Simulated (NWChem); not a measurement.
System meant: GaBr₃; SMILES [Br][Ga]([Br])[Br]

Input file for NWChem:

```
start job
memory heap 200 mb stack 900 mb global 1100 mb
geometry units angstroms noautoz
  Ga     0.000000     0.000000     0.000000
  Br     2.123988    -0.840642     0.000000
  Br    -1.790011    -1.419106     0.000000
  Br    -0.333976     2.259748     0.000000
end
basis spherical
  * library def2-svp
end
dft
  xc b3lyp
  iterations 4
  mulliken
end
task dft energy
```

End of the output:

```
    Atom       Charge   Shell Charges
 -----------   ------   -------------------------------------------------------
    1 Ga  31    31.23   2.00  2.00  1.94  0.75  0.30  5.99  5.83  1.00  0.83  7.78  2.04  0.77
    2 Br  35    34.92   2.00  2.00  1.96  1.13  0.70  5.99  5.81  2.44  2.88  7.84  2.04  0.15
    3 Br  35    34.92   2.00  2.00  1.96  1.13  0.70  5.99  5.81  2.44  2.88  7.84  2.04  0.15
    4 Br  35    34.92   2.00  2.00  1.96  1.13  0.70  5.99  5.81  2.44  2.88  7.84  2.04  0.15

 center of mass
 --------------
 x =  -0.00000000 y =  -0.00000000 z =   0.00000000

 moments of inertia (a.u.)
 ------------------
        2233.724630202321          -0.000000000000           0.000000000000
          -0.000000000000        2233.724630202320           0.000000000000
           0.000000000000           0.000000000000        4467.449260404641

     Multipole analysis of the density
     ---------------------------------

     L   x y z        total         alpha         beta         nuclear
     -   - - -        -----         -----         ----         -------
     0   0 0 0     -0.000000    -68.000000    -68.000000    136.000000

     1   1 0 0     -0.000000     -0.000000     -0.000000     -0.000000
     1   0 1 0      0.000000      0.000000      0.000000     -0.000000
     1   0 0 1      0.000000      0.000000      0.000000      0.000000

     2   2 0 0    -53.430486   -515.853043   -515.853043    978.275601
     2   1 1 0      0.000000      0.000000      0.000000      0.000000
     2   1 0 1      0.000000      0.000000      0.000000      0.000000
     2   0 2 0    -53.430486   -515.853043   -515.853043    978.275601
     2   0 1 1     -0.000000     -0.000000     -0.000000      0.000000
     2   0 0 2    -50.978543    -25.489272    -25.489272      0.000000

 ------------------------------------------------------------------------
 dft energy failed                                                                                  0
 ------------------------------------------------------------------------
 ------------------------------------------------------------------------
  current input line :
    17: task dft energy
 ------------------------------------------------------------------------
 ------------------------------------------------------------------------
 This type of error is most commonly associated with calculations not reaching convergence criteria
 ------------------------------------------------------------------------
 For more information see the NWChem manual at https://nwchemgit.github.io

0:dft energy failed:Received an Error in Communication
```

Problem. Find the fault in this run and fix the input.

Solution. The run did not converge; its last values are not results. Cause: the SCF was allowed too few iterations. This input runs:
```
start job
memory heap 200 mb stack 900 mb global 1100 mb
geometry units angstroms noautoz
  Ga     0.000000     0.000000     0.000000
  Br     2.123988    -0.840642     0.000000
  Br    -1.790011    -1.419106     0.000000
  Br    -0.333976     2.259748     0.000000
end
basis spherical
  * library def2-svp
end
dft
  xc b3lyp
  iterations 150
  mulliken
end
task dft energy
```
It converges to -9646.43858 Ha (B3LYP/def2-SVP).
